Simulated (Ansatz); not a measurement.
`C=N[SiH](C)Cl` + `O[SiH](F)[AlH2]` → `C[SiH]([AlH2])Cl` + `C=N[SiH](O)F`  (redistribution)

Program: Ansatz. Geometries: PBE0-D4/def2-TZVP. ΔE: electronic, gas phase. CBS: MP2 limit from def2 TZ/QZ plus the TZ coupled-cluster correction, frozen cores. DFT in def2-TZVPP. One conformer a species, not always the lowest.

```json
{"level": "r2SCAN-D4", "ΔE (kJ/mol)": "-10.8"}
{"level": "SCS-MP2/def2-QZVPP", "ΔE (kJ/mol)": "-8.5"}
```

(1) What does CCSD(T)/CBS give? (Best estimate.)

Largest T1 diagnostic among the species: 0.013.

Results:

(1) The calculation gave: -9.7 kJ/mol. The listed levels differ from it by -1.1, 1.2 kJ/mol.

In def2-TZVPP, CCSD(T) changes the Hartree–Fock value by +3.1 kJ/mol (the triples alone add +0.6 kJ/mol) and MP2 by +4.7 kJ/mol. From PBE to PBE0 (25 % exact exchange), in def2-TZVPP and without D4, ΔE moves by −3.0 kJ/mol.
